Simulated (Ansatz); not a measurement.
Species: dibromo(dimethoxy)silane, C2H6Br2O2Si, charge 0, multiplicity 1. 
Geometry from a B3LYP-D3(BJ)/def2-TZVP (Ansatz, an electronic-structure program) optimisation:
```xyz
13

C     -2.0439     1.8520     0.2770
O     -0.6516     1.6721     0.5181
Si     0.2176     0.3354     0.2461
Br    -0.5024    -1.3493     1.4832
Br     0.0279    -0.2132    -1.9106
O      1.7598     0.5966     0.6318
C      2.6087     1.5843     0.0463
H     -2.2743     1.7030    -0.7797
H     -2.2960     2.8717     0.5617
H     -2.6306     1.1540     0.8776
H      2.7075     1.4180    -1.0282
H      2.2131     2.5855     0.2249
H      3.5856     1.4911     0.5164
```

Quantity: vertical ionisation energy (to the doublet state of charge +1; each state is the SCF solution reached for its spin; for the doublet the Hartree-Fock reference is unstable and T1 is 0.026), in eV. Cores are frozen in the correlated levels unless marked. UHF or UKS for open shells. No spin-orbit coupling. Frozen are the shells of the preceding noble gas and the d and f shells that filled before the atom's block. No relativistic terms. Basis-set limits of correlation are two-point, X^-3; Hartree-Fock from the larger set. The program attaches cautions to a run behind CCSD/def2-SVPD: other roots. The program attaches cautions to a run behind CCSD(T)/def2-SVPD: other roots.

```csv
level,program,vertical ionisation energy (eV)
HF/def2-TZVPPD,Ansatz,10.03
HF/def2-QZVPPD,Ansatz,10.02
SVWN5/def2-TZVPD,Ansatz,9.76
r2SCAN/def2-TZVPD,Ansatz,9.87
B3LYP/def2-TZVPD,Ansatz,10.11
CAM-B3LYP/def2-TZVPD,Ansatz,10.51
wB97M-V/def2-TZVPD,Ansatz,10.61
wB97X-V/def2-TZVPD,Ansatz,10.68
B2PLYP/def2-TZVPD,Ansatz,10.37
RI-MP2/def2-TZVPPD,Ansatz,10.89
RI-MP2/def2-QZVPPD,Ansatz,10.99
"RI-MP2/CBS(def2-TZVPPD,def2-QZVPPD)",Ansatz,11.08
CCSD/def2-SVPD,Ansatz,10.54
CCSD(T)/def2-SVPD,Ansatz,10.46
```
